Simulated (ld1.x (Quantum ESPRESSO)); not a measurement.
**An all-electron radial function and its pseudo partner (tellurium (Te))**

Columns: radius, all-electron u(r) and pseudo u(r) of the 5s shell (level -13.96 eV) of tellurium in the configuration [Kr] 4d10 5s2 5p4; PBE, non-relativistic, TM scheme, ld1.x (Quantum ESPRESSO) 7.5.

| r (bohr) | all-electron | pseudo |
| --- | --- | --- |
| 0.100 | -0.1556 | 0.0147 |
| 0.200 | 0.1944 | 0.0303 |
| 0.300 | 0.2079 | 0.0480 |
| 0.400 | -0.0446 | 0.0688 |
| 0.500 | -0.2802 | 0.0940 |
| 0.600 | -0.3855 | 0.1251 |
| 0.700 | -0.3607 | 0.1634 |
| 0.800 | -0.2466 | 0.2102 |
| 0.900 | -0.0868 | 0.2663 |
| 1.000 | 0.0859 | 0.3314 |
| 1.100 | 0.2504 | 0.4039 |
| 1.200 | 0.3955 | 0.4807 |
| 1.300 | 0.5162 | 0.5572 |
| 1.400 | 0.6115 | 0.6278 |
| 1.500 | 0.6827 | 0.6878 |
| 1.600 | 0.7325 | 0.7336 |
| 1.700 | 0.7637 | 0.7638 |
| 1.800 | 0.7793 | 0.7793 |
| 1.900 | 0.7818 | 0.7818 |
| 2.000 | 0.7738 | 0.7738 |
| 2.100 | 0.7574 | 0.7574 |
| 2.200 | 0.7346 | 0.7346 |
| 2.300 | 0.7070 | 0.7070 |
| 2.400 | 0.6760 | 0.6760 |
| 2.500 | 0.6426 | 0.6426 |
| 2.600 | 0.6080 | 0.6080 |

(1) How many radial nodes do the two functions have?

(2) At about which radius was the pseudo-wave matched?

(3) Where does each function peak?

(4) Is the pseudo-wave norm-conserving?

Results:

(1) The all-electron 5s function has n − l − 1 = 4 (the table is too coarse to show those close to the nucleus); the pseudo-wave has 0, since the states of the same l below it are removed with the core.

(2) 1.90 bohr. The columns agree to 0.0005 from 1.70 bohr on; several derivatives are matched, so the curves merge somewhat inside the radius.

(3) Outermost all-electron maximum near 1.90 bohr, pseudo maximum near 1.90 bohr (to the table’s step).

(4) Yes: the TM scheme keeps the norm inside the radius equal to the all-electron one, which fixes the energy derivative of the logarithmic derivative at the level.
